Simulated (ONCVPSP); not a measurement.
# What one change does to a pseudopotential (gold (Au), ONCV)

ONCVPSP 4.0.1 input, shortened (lines: element, Z, core and valence counts, functional; n l f; lmax; l rc ep ncon nbas qcut; lloc lpopt rc5 dvloc0; l nproj debl; icmod fcfact rcfact), PBE, fully relativistic:

```
  Au 79.00   10    4        4      upf
    1    0    2.00
    2    0    2.00
    2    1    6.00
    3    0    2.00
    3    1    6.00
    3    2   10.00
    4    0    2.00
    4    1    6.00
    4    2   10.00
    4    3   14.00
    5    0    2.00
    5    1    6.00
    5    2   10.00
    6    0    1.00
    2
    0    1.40    0.00    4    9    7.30
    1    1.85    0.00    4    8    8.70
    2    2.25    0.00    4    9    7.50
    4    5    1.40    0.00
    0    3    1.00
    1    2    1.10
    2    2    2.10
    1    0.70    0.00
```

Open shells are filled in proportion to 2j + 1.

In the p channel the program set the typed energies aside and used -2.034, 0.250 Ha (j = l + 1/2; the other j can differ).

Change: d: rc 2.72.

Cutoffs: the cutoffs (Ha) at which the residual kinetic energy of the hardest occupied pseudo-wave falls to 1 and 0.1 mHa per electron; they do not see the model core or the augmentation charge, which bear on the density cutoff. Errors are all-electron minus pseudo energies relative to the spin-unpolarised reference configuration.

Q: How do hardness, ghosts and transferability respond?

A: The potential gets neither clearly harder nor softer (24 Ha and 52 Ha → 24 Ha and 52 Ha); of the 4 tests that both files solve, the error grows in 2 and shrinks in 2 by more than 15 % and 0.3 meV (median size 4.8 → 27.7 meV); neither file shows a bound ghost.

```csv
quantity,base,changed
"cutoff, loose",24 Ha,24 Ha
"cutoff, tight",52 Ha,52 Ha
loose cutoff by channel,"s 24 Ha, p 19 Ha, d 18 Ha","s 24 Ha, p 19 Ha, d 16 Ha"
bound ghosts,none,none
GHOST(+) flags under 300 eV,none,none
"error for 5s2 5p6 5d10 6s0, meV [ΔE 9.43 eV]",-1.0,-0.7
"error for 5s2 5p6 5d9 6s0, meV [ΔE 30.66 eV]",-1.0,-0.6
"error for 5s2 5p6 5d8 6s0, meV [ΔE 64.53 eV]",+8.7,+55
"error for 5s1 5p6 5d10 6s1, meV [ΔE 115.05 eV]",-351,-452
s: phases at 1.42 bohr within 0.05 rad from the reference energy up to (Ha; the scan ends near 5),to the end of the scan,to the end of the scan
p3/2: phases at 1.87 bohr within 0.05 rad from the reference energy up to (Ha; the scan ends near 5),to the end of the scan,to the end of the scan
p1/2: phases at 1.87 bohr within 0.05 rad from the reference energy up to (Ha; the scan ends near 5),to the end of the scan,to the end of the scan
"rms error of d²Exc/dni dnj with the model core, mHa",2.28,2.44
```
